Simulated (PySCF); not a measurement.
# Cost of excited-state runs on `C[C@@]1(C#N)CC[C@H]1Br`, C$_{6}$H$_{8}$BrN

Geometry (Å), atoms numbered from 1 in this order:
```xyz
16

C    -1.4768   -0.7371   -0.4225
C    -0.4688    0.2409    0.1665
C    -1.1528    1.3564    0.7695
N    -1.6691    2.2557    1.2514
C     0.5989   -0.4234    1.0757
C     1.6450   -0.2569   -0.0361
C     0.6860    0.6797   -0.7716
Br    0.4574    0.3739   -2.6838
H    -2.0892   -0.2464   -1.1772
H    -2.1300   -1.1123    0.3633
H    -0.9616   -1.5768   -0.8835
H     0.3700   -1.4459    1.3658
H     0.8184    0.1638    1.9654
H     2.5977    0.1821    0.2522
H     1.8315   -1.1807   -0.5803
H     0.9357    1.7358   -0.6662
```

PySCF with density fitting, on 2 threads of an Intel Xeon 6975P-C, shared host. Command: `OMP_NUM_THREADS=2 python excited_run.py task.json out`

(1) How long does each of these runs take, and how much memory?
- circular dichroism and optical rotation, wB97X-D/def2-SVPD; 8 states; writes grids
- excited states, wB97X-D/def2-SVPD; Tamm-Dancoff; spin-orbit couplings; 5 states; 6 triplets; quadratic response for 4 states; writes grids

Answers

(1) 
| run | level | basis functions | wall time | peak memory (GiB) |
| --- | --- | --- | --- | --- |
| circular dichroism and optical rotation | wB97X-D/def2-SVPD | 245 | 55 s | 1.3 |
| excited states | wB97X-D/def2-SVPD | 245 | 38 s | 1.3 |

Times from a shared host are rough.
